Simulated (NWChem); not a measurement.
System: thionyl fluoride (SOF2); SMILES FS(F)=O

Results from NWChem. Pople sets run with spherical d functions. Structure relaxed at the PBE0/def2-SVP level.

Taking PBE0/6-311++G** as the yardstick, which of these has the fewest basis functions while keeping “dipole (D)” within 0.05 D of it: PBE0/STO-3G; PBE0/6-31G*; PBE0/3-21G; PBE0/6-31+G*; PBE0/6-311G**?

PBE0/6-311G**.
| level | basis functions | dipole (D) |
|---|---|---|
| PBE0/STO-3G | 24 | 1.67 |
| PBE0/3-21G | 40 | 2.14 |
| PBE0/6-31G* | 60 | 1.78 |
| PBE0/6-31+G* | 76 | 1.90 |
| PBE0/6-311G** | 80 | 1.98 |
| PBE0/6-311++G** | 96 | 2.00 |

The yardstick is one finite set, not the basis-set limit.
